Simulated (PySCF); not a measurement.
Si(Cl)2(F)(GeH3) (Cl2FGeH3Si), SMILES Cl[Si](F)([GeH3])Cl. Atoms are numbered in the order given.

```xyz
8

F      0.8442    -1.8882     0.0000
Si     0.5443    -0.2954     0.0000
Cl     1.4426     0.4928    -1.6814
Cl     1.4426     0.4928     1.6814
Ge    -1.7940     0.1168     0.0000
H     -2.4222    -0.5021    -1.2612
H     -2.4222    -0.5021     1.2612
H     -2.0145     1.6394     0.0000
```
Charge 0, spin multiplicity 1.

Geometry optimised at B3LYP-D3(BJ)/def2-SVP. The structure was generated by enumeration, and PubChem lists no compound with its InChIKey, so it may never have been made.

Two levels are set side by side: PBE/pcSseg-1 (PySCF) and B3LYP/pcSseg-1 (PySCF). GIAO shifts against CFCl3 (¹⁹F), GeH4 (⁷³Ge), HCl (³⁵Cl), TMS (²⁹Si), TMS (¹H) at the same level; non-relativistic, no solvent, atoms listed together averaged. Without spin–orbit terms, shifts of atoms bonded to Cl or Br come out too high at both levels. Differences are taken from unrounded values.

```tsv
quantity	PBE
δ(¹⁹F) of F1 (ppm)	-113.4
δ(²⁹Si) of Si2 (ppm)	33.3
δ(³⁵Cl) of Cl3, Cl4 (ppm)	195.8
δ(⁷³Ge) of Ge5 (ppm)	12.3
δ(¹H) of H6, H7, H8 (ppm)	4.12
```

These are the PBE values. What does B3LYP give? (Estimate from the structure and the level; the computed values follow.)


```
quantity                    B3LYP  PBE minus B3LYP
-------------------------  ------  ---------------
δ(¹⁹F) of F1 (ppm)         -106.8             -6.6
δ(²⁹Si) of Si2 (ppm)         32.2              1.1
δ(³⁵Cl) of Cl3, Cl4 (ppm)   165.5             30.3
δ(⁷³Ge) of Ge5 (ppm)         13.3             -1.0
δ(¹H) of H6, H7, H8 (ppm)    4.04             0.08
```

Rough cost on one machine, each run with all the roots and properties that it gave: B3LYP against PBE within a factor of 2.
